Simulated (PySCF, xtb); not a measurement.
propoxy(silyl)silane (C₃H₁₂OSi₂), SMILES C(CO[SiH2][SiH3])C. Other conformers were not sampled.

Harmonic wavenumbers (cm⁻¹) from GFN2-xTB in xtb 6.7.1 at its own minimum, in rising order: 23, 43, 50, 84, 144, 186, 232, 294, 395, 427, 464, 486, 499, 609, 730, 756, 801, 808, 823, 854, 874, 917, 939, 1053, 1116, 1143, 1149, 1241, 1262, 1339, 1356, 1410, 1473, 1488, 1499, 1503, 2117, 2166, 2217, 2225, 2230, 2887, 2914, 2979, 2991, 3030, 3037, 3046.

**Question.** What does PBE-D3(BJ)/def2-SVP (PySCF) give at its own minimum? (Estimate from the structure and the level; the computed values follow.)

**Answer.** 34, 40, 74, 100, 157, 185, 232, 301, 357, 403, 452, 504, 592, 692, 712, 790, 807, 855, 882, 893, 900, 902, 932, 1001, 1084, 1103, 1124, 1228, 1255, 1313, 1348, 1362, 1399, 1415, 1433, 1436, 2115, 2117, 2151, 2165, 2171, 2897, 2946, 2971, 2974, 3020, 3057, 3074. Paired by order, the mean absolute difference is 31 cm⁻¹ and the zero-point energies are 86.2 and 85.7 kcal/mol.
